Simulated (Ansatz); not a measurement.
Reaction (cleavage of the Ge–B bond): `C[B](Cl)[GeH3]` + `[GeH3][TeH]` → `[GeH3][Te][GeH3]` + `CBCl`

Program: Ansatz. Geometries: PBE0-D4/def2-TZVP. ΔE: electronic, gas phase. CCSD(T)/CBS adds triple-zeta CCSD(T) − MP2 to the extrapolated MP2 energy (def2 sets, frozen cores). DFT in def2-TZVPP. B3LYP here is the variant with VWN-RPA as its local correlation; programs differ in this. HSE06 is defined as in plane-wave codes. Elements past krypton have def2 core potentials. For Ge, Te outer-core shells are correlated without core-valence functions, which leaves a few kJ/mol of doubt a bond. Scalar relativity is left out up to krypton.

```json
{"level": "revPBE-D4", "ΔE (eV)": "-0.74"}
{"level": "PBE0-D4", "ΔE (eV)": "-0.80"}
{"level": "B3LYP-D4", "ΔE (eV)": "-0.82"}
{"level": "PBE-QIDH", "ΔE (eV)": "-0.85"}
{"level": "PBE", "ΔE (eV)": "-0.75"}
{"level": "B3LYP", "ΔE (eV)": "-0.80"}
{"level": "HSE06", "ΔE (eV)": "-0.80"}
{"level": "CCSD/def2-TZVPP", "ΔE (eV)": "-0.78"}
```

**Question.** What does CCSD(T)/CBS give? (An estimate is asked.)

**Answer.** Computed: -0.81 eV. The listed levels differ from it by 0.07, 0.01, -0.01, -0.04, 0.06, 0.01, 0.01, 0.03 eV.

Largest T1 diagnostic among the species: 0.012.

From PBE to PBE0 (25 % exact exchange), in def2-TZVPP and without D4, ΔE moves by −0.05 eV. In def2-TZVPP, CCSD(T) changes the Hartree–Fock value by +0.16 eV (the triples alone add +0.01 eV) and MP2 by +0.05 eV. Leaving LDA and LC-ωPBE aside and taking each functional with its dispersion term where it has one, the values, not all of them listed here, spread over 0.19 eV, from BHLYP-D4 to B97M-V. LDA lies +0.08 eV from PBE without D4.
